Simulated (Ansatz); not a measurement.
Ti₃Cl₃ (the lowest doublet isomer of a short search), 6 atoms. Hardware: 4 threads of Arm Neoverse V1 on a shared host.

Correlated methods freeze 30 core orbitals; core or outer-core shells of Ti are correlated, in sets that lack core-valence functions.

Task: How many basis functions does each of these Ansatz runs have, and roughly what does it cost? B97M-V/def2-TZVP, charge 0 doublet, energy, from earlier orbitals; B3LYP-D4/def2-TZVP, charge 0 doublet, energy, from earlier orbitals; PBE-D4/def2-SVP, charge 0 doublet, relaxation, 22 steps; MP2/def2-TZVP, charge 0 doublet, energy, from earlier orbitals; PBE-D4/def2-SVP, charge 0 doublet, energy, from earlier orbitals; revPBE-D4/def2-TZVP, charge 0 doublet, energy, from earlier orbitals; PBE-D4/def2-TZVP, charge 0 doublet, energy and forces, from earlier orbitals; RPA@PBE/def2-TZVP, charge 0 doublet, energy, from earlier orbitals; PBE0-D4/def2-TZVP, charge 0 doublet, energy, from earlier orbitals; HF/STO-3G, charge 0 doublet, energy; PBE-D4/def2-SVP, charge 0 doublet, energy with a search over starts; PBE0-D4/def2-SVP, charge 0 doublet, energy, from earlier orbitals.

Result: Other jobs shared the machine, so times can vary by a factor of up to 3. A dash marks memory too small to be measured apart from the calling script's.

```tsv
run	functions	fitting or Cholesky vectors	wall time	peak host memory (GiB)
HF/STO-3G, charge 0 doublet, energy	81	1033	4.3 s	–
PBE-D4/def2-SVP, charge 0 doublet, energy, from earlier orbitals	147	1725	12 s	–
PBE-D4/def2-TZVP, charge 0 doublet, energy and forces, from earlier orbitals	246	2007	17 s	0.58
PBE0-D4/def2-SVP, charge 0 doublet, energy, from earlier orbitals	147	1524	23 s	0.89
revPBE-D4/def2-TZVP, charge 0 doublet, energy, from earlier orbitals	246	2007	23 s	0.55
RPA@PBE/def2-TZVP, charge 0 doublet, energy, from earlier orbitals	246	1833	25 s	0.89
B3LYP-D4/def2-TZVP, charge 0 doublet, energy, from earlier orbitals	246	1833	48 s	1.4
PBE0-D4/def2-TZVP, charge 0 doublet, energy, from earlier orbitals	246	1833	57 s	1.4
MP2/def2-TZVP, charge 0 doublet, energy, from earlier orbitals	246	1833	66 s	1.5
PBE-D4/def2-SVP, charge 0 doublet, energy with a search over starts	147	1725	80 s	–
B97M-V/def2-TZVP, charge 0 doublet, energy, from earlier orbitals	246	2007	2.8 min	1.6
PBE-D4/def2-SVP, charge 0 doublet, relaxation, 22 steps	147	1725	3.1 min	–
```
